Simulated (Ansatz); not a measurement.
One change: `[NH2][Ge][Cl]` becomes `[SH][Ge][Cl]`.

Ansatz, PBE0-D4/def2-TZVP geometries, multiplicity 1. Each molecule was computed in one conformer, which needn't be the lowest.

Scalar relativity is left out up to krypton.

```json
{"property": "HOMO–LUMO gap (ωB97M-V/def2-TZVPP) / eV", "`[NH2][Ge][Cl]`": "9.81"}
{"property": "LUMO energy (ωB97M-V/def2-TZVPP) / eV", "`[NH2][Ge][Cl]`": "0.15"}
{"property": "LUMO energy (PBE/def2-TZVPP) / eV", "`[NH2][Ge][Cl]`": "-2.54"}
{"property": "LUMO energy (B3LYP/def2-TZVPP) / eV", "`[NH2][Ge][Cl]`": "-2.01"}
{"property": "zero-point energy (PBE0-D4/def2-TZVP) / kJ/mol", "`[NH2][Ge][Cl]`": "70.5"}
{"property": "ideal-gas entropy at 298 K and 1 bar (rigid rotor, harmonic PBE0-D4/def2-TZVP) / J/(mol·K)", "`[NH2][Ge][Cl]`": "297"}
```

What does the change do to each property? (Estimate.)

The calculation gave: 
```tsv
property	`[SH][Ge][Cl]`	shift
HOMO–LUMO gap (ωB97M-V/def2-TZVPP) / eV	8.85	-0.96
LUMO energy (ωB97M-V/def2-TZVPP) / eV	-0.78	-0.93
LUMO energy (PBE/def2-TZVPP) / eV	-3.41	-0.87
LUMO energy (B3LYP/def2-TZVPP) / eV	-2.89	-0.88
zero-point energy (PBE0-D4/def2-TZVP) / kJ/mol	27.7	-42.8
ideal-gas entropy at 298 K and 1 bar (rigid rotor, harmonic PBE0-D4/def2-TZVP) / J/(mol·K)	308	11
```

With PBE0 the HOMO falls by 0.06 eV and the LUMO falls by 0.90 eV, so the gap narrows by about 0.84 eV. PBE moves the HOMO by -0.11 eV and ωB97M-V by 0.03 eV. The zero-point energy changes by -42.8 kJ/mol with -3 modes.

B3LYP here is the variant with VWN-RPA as its local correlation; programs differ in this.
